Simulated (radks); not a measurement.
All-electron atom: Gd- in [Xe] 4f7 5d2 6s2. All-electron calculation, scalar-relativistic Kohn-Sham, PBEsol, spin-polarised, spherical densities, finite nucleus; open shells are filled with parallel spins first (spin-orbit coupling, left out, can overturn this in heavy ions); Fermi nuclear charge, rms radius 5.1569 fm; hard spherical wall at 2 bohr. Program: a radial shooting solver on a logarithmic mesh with Libxc functionals.

Normalised radial functions P(r) = r R(r), r in bohr:

r,4f up,6s down
0.003092,0.0000,0.1475
0.004504,0.0000,0.1847
0.006507,0.0000,0.2180
0.009477,0.0000,0.2352
0.0138,0.0001,0.2128
0.01994,0.0004,0.1252
0.02905,0.0014,-0.0465
0.0423,0.0051,-0.2607
0.06112,0.0170,-0.3736
0.08902,0.0525,-0.1917
0.1297,0.1424,0.2833
0.1873,0.3234,0.5318
0.2728,0.6137,-0.0153
0.3974,0.9214,-0.7412
0.5742,1.0677,-0.1803
0.8362,0.9779,1.0093
1.218,0.7230,0.0214
1.76,0.2563,-0.9533

4f up: eigenvalue 78.187 eV, 0 radial nodes, <r> = 0.821 bohr, 90 % of the charge inside 1.33 bohr. 6s down: eigenvalue 217.06 eV, 5 radial nodes at r = 0.0266, 0.105, 0.271, 0.604, 1.22 bohr, <r> = 1.21 bohr, 90 % of the charge inside 1.74 bohr.
